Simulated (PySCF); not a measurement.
An unknown gives this computed stick spectrum. Theory: PySCF, TDDFT wB97X-D/def2-SVPD, vertical, gas phase, core orbitals frozen in the response. Geometries: GFN2-xTB, one conformer each.

```json
{"state": "S1", "E (eV)": "5.48", "λ (nm)": "226.2", "f": "0.129"}
{"state": "S2", "E (eV)": "5.54", "λ (nm)": "223.7", "f": "0.0019"}
{"state": "S3", "E (eV)": "6.18", "λ (nm)": "200.5", "f": "0.094"}
{"state": "S4", "E (eV)": "6.24", "λ (nm)": "198.8", "f": "0.0015"}
{"state": "S5", "E (eV)": "7.16", "λ (nm)": "173.1", "f": "0.0007"}
{"state": "S6", "E (eV)": "7.39", "λ (nm)": "167.7", "f": "0.0085"}
{"state": "S7", "E (eV)": "7.52", "λ (nm)": "164.8", "f": "0.0037"}
{"state": "S8", "E (eV)": "7.63", "λ (nm)": "162.4", "f": "0.162"}
```

Question: Which structure fits?
A. `Cc1cc(C(F)(F)F)sn1`
B. `C(OC)(c1nnsc1)=O`
C. `COC1=C(C=O)SN=N1`

Answer: A. Its S1, at 5.48 eV, is the highest among the candidates; the nearest of the others has S1 at 4.09 eV. S1 is HOMO→LUMO (93%). Löwdin shares by element: HOMO sulfur 41%, carbon 30% or more, nitrogen 10% (atoms not listed hold the other 19%); LUMO carbon 38% or more, sulfur 21%, nitrogen 18% (atoms not listed hold the other 23%). At the same level the other candidates give, for their lowest levels:
- `COc1nnsc1C=O`: 3.63 eV (f 0.000); 3.79 eV (f 0.002); 4.39 eV (f 0.177); 5.46 eV (f 0.091); 6.07 eV (f 0.001); T1 2.83 eV; HOMO -9.49, LUMO -1.21 eV
- `COC(=O)c1csnn1`: 4.09 eV (f 0.001); 5.23 eV (f 0.000); 5.36 eV (f 0.002); 5.49 eV (f 0.054); 6.14 eV (f 0.074); T1 3.42 eV; HOMO -9.65, LUMO -0.39 eV

The values belong to the conformer `[CH3:1][c:2]1[cH:3][c:4]([C:5]([F:6])([F:7])[F:8])[s:9][n:10]1`: C3–C4–C5–F6 -143°.
Triplets come from the Tamm–Dancoff approximation.
